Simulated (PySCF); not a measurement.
C3H8N, multiplicity 2. Atoms are numbered in the order given.

```xyz
12

C     -0.6245     1.3042     0.1666
C     -0.0338    -0.0515     0.3691
C      1.4253    -0.1169    -0.0543
N     -0.7832    -1.0949    -0.3486
H     -0.3747     1.8796    -0.7316
H     -1.4839     1.6359     0.7568
H     -0.0949    -0.3130     1.4405
H      2.0400     0.5889     0.5232
H      1.5299     0.1441    -1.1213
H      1.8174    -1.1346     0.0850
H     -0.7925    -0.8708    -1.3449
H     -1.7600    -1.0799    -0.0567
```
Charge 0, spin multiplicity 2.

Geometry: PBE0-D3(BJ)/def2-SVP. The isomer is the one that the SMILES or the coordinates give; other isomers of the formula were not compared. One conformer was computed; it need not be the lowest.

Method: SMD-ωB97X/6-31G* in PySCF.

Solvation free energies are E(SMD) − E(gas) at the gas-phase geometry, for 1 M in both phases. In vacuum the dipole moment is 1.24 D.

**Question.** Estimate the solvation free energies in water, N,N-dimethylformamide, chlorobenzene. (Estimate from the structure and the level; the computed values follow.)

**Answer.** 
```
solvent                ΔG(solv) (kcal/mol)  its non-electrostatic (CDS) part  dipole (D)
---------------------  -------------------  --------------------------------  ----------
water                                 -2.9                               2.2        1.62
N,N-dimethylformamide                 -3.7                               1.4        1.61
chlorobenzene                         -3.7                               0.2        1.50
```
